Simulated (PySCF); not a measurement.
From computed data to an observable: entropy of an ideal gas

Si(H)2(OH)2 (H₄O₂Si), SMILES O[SiH2]O.

Geometry optimised at r2SCAN-D4/def2-TZVP. One conformer was computed; it need not be the lowest.

r2SCAN-D4/def2-TZVP in PySCF gives the harmonic wavenumbers 245, 282, 364, 620, 750, 817, 867, 887, 926, 966, 974, 2239, 2242, 3859, 3861 cm⁻¹ and the rotational temperatures 1.1263, 0.3480, 0.2927 K. The molar mass is 64.12 g/mol, the symmetry number 2, the spin multiplicity 1.

### Question
Work out the entropy at 298.15 K and 1 atm in the rigid-rotor, harmonic-oscillator model.

### Answer

Translation (Sackur–Tetrode at 1 atm): S = R[1.5 ln M + 2.5 ln T − 1.16487] = 160.6 J/(mol K).
Rotation: q = (√π/σ) T^1.5/√(θA θB θC) = 13500, S = R[ln q + 3/2] = 91.5 J/(mol K).
Vibration: with u = 1.4388 ν/T, each mode gives R[u/(e^u − 1) − ln(1 − e^−u)]:
```
ν (cm⁻¹)  modes     u  S (J/(mol K))
--------  -----  ----  -------------
245           1  1.18           7.39
282           1  1.36           6.37
364           1  1.76           4.62
620           1  2.99           1.74
750           1  3.62           1.05
817           1  3.94           0.81
867           1  4.18           0.67
887           1  4.28           0.62
926           1  4.47           0.53
966           1  4.66           0.45
974           1  4.70           0.43
```
The stiffer modes add less than 0.005 each. Sum 24.7 J/(mol K).
Spin: R ln 1 = 0.0 J/(mol K).
Total 276.8 J/(mol K); the program's own thermochemistry gives 276.8. Translation makes up 58 % and vibration 9 %. Anharmonicity, hindered rotation and orbital degeneracy are left out.
